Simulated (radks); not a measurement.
Question: Gd, 64 electrons, occupied as [Xe] 4f7 5d1 6s2. All-electron calculation, scalar-relativistic Kohn-Sham, PBE, spin-polarised, spherical densities, point nucleus; open shells are filled with parallel spins first (spin-orbit coupling, left out, can overturn this in heavy ions). Program: a radial shooting solver on a logarithmic mesh with Libxc functionals. Some entries of the table are withheld. Estimate them.

orbital,occ.,eigenvalue (hartree),<r^2> (bohr^2),<r> (bohr)
1s down,1,-1841.282,0.0006547,0.02190
1s up,1,-1841.282,0.0006547,0.02190
2s up,1,-303.9836,0.01027,0.09328
2s down,1,-303.9808,0.01027,0.09327
2p up,3,-270.4890,0.008282,0.08237
2p down,3,-270.4870,0.008282,0.08237
3s up,1,-67.40039,0.06829,0.2445
3s down,1,-67.30411,0.06816,0.2443
3p up,3,-57.02576,0.06849,0.2431
3p down,3,-56.92985,0.06834,0.2428
3d up,5,-43.32773,0.05756,0.2213
3d down,5,-43.25387,0.05739,0.2210
4s up,1,-13.64368,0.3450,0.5529
4s down,1,-13.41795,0.3450,0.5529
4p up,3,-10.22465,0.3895,0.5853
4p down,3,-10.00053,0.3897,0.5854
4d up,5,-5.49664,0.4689,0.6359
4d down,5,-5.27459,0.4708,0.6369
5s up,1,-1.87056,1.977,1.326
5s down,1,-1.74550,2.040,1.347
5p up,3,-1.03549,2.730,1.550
5p down,3,-0.93798,2.857,1.585
4f up,7,-0.38393,0.9520,0.8537
4f down,0,-0.18464,1.119,0.9062
6s up,1,-0.15971,17.48,(1)
6s down,1,-0.13804,19.36,(2)
5d up,1,-0.10857,9.255,2.741
5d down,0,-0.06699,12.22,3.109

Answer: 
(1) 6s up <r> (bohr): 3.923
(2) 6s down <r> (bohr): 4.123
